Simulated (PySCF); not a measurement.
## Spin-orbit coupling and the first ionisation energy along the 4d series

Two-component X2C-1e calculated with PySCF 2.14: MP2 on generalised Hartree-Fock spinors (GMP2), with spin-orbit coupling off and on (screened by Boettger's factors); no Breit or QED terms. Values in eV; the references (NIST) lie between the lowest levels. Elements whose determinants are no pure J levels are left out.

```json
{"element": "Mo (x2c-SVPall-2c, [Ar] 3d10 frozen)", "configurations": "[Kr] 4d5 5s1 → [Kr] 4d5", "spin-free": "6.911", "with spin-orbit": "6.910", "shift": "0.000", "reference": "7.092"}
{"element": "Tc (x2c-SVPall-2c, [Ar] 3d10 frozen)", "configurations": "[Kr] 4d5 5s2 → [Kr] 4d5 5s1", "spin-free": "6.640", "with spin-orbit": "6.642", "shift": "0.002", "reference": "7.119"}
{"element": "Ru (x2c-SVPall-2c, [Ar] 3d10 frozen)", "configurations": "[Kr] 4d7 5s1 → [Kr] 4d7", "spin-free": "7.052", "with spin-orbit": "7.046", "shift": "-0.006", "reference": "7.361"}
{"element": "Rh (x2c-SVPall-2c, [Ar] 3d10 frozen)", "configurations": "[Kr] 4d8 5s1 → [Kr] 4d8", "spin-free": "7.081", "with spin-orbit": "7.081", "shift": "0.000", "reference": "7.459"}
{"element": "Pd (x2c-SVPall-2c, [Ar] 3d10 frozen)", "configurations": "[Kr] 4d10 → [Kr] 4d9", "spin-free": "8.245", "with spin-orbit": "8.061", "shift": "-0.183", "reference": "8.337"}
{"element": "Ag (x2c-SVPall-2c, [Ar] 3d10 frozen)", "configurations": "[Kr] 4d10 5s1 → [Kr] 4d10", "spin-free": "7.049", "with spin-orbit": "7.051", "shift": "0.003", "reference": "7.576"}
{"element": "Cd (x2c-SVPall-2c, [Ar] 3d10 frozen)", "configurations": "[Kr] 4d10 5s2 → [Kr] 4d10 5s1", "spin-free": "8.510", "with spin-orbit": "8.512", "shift": "0.002", "reference": "8.994"}
```

The largest shift is at Pd, -0.183 eV, where spin-orbit coupling lowers the species with fewer electrons by more than the one with more (starting occupations closed and 4d3/2^4 4d5/2^5).

What remains against the references is mostly the basis and correlation beyond MP2.
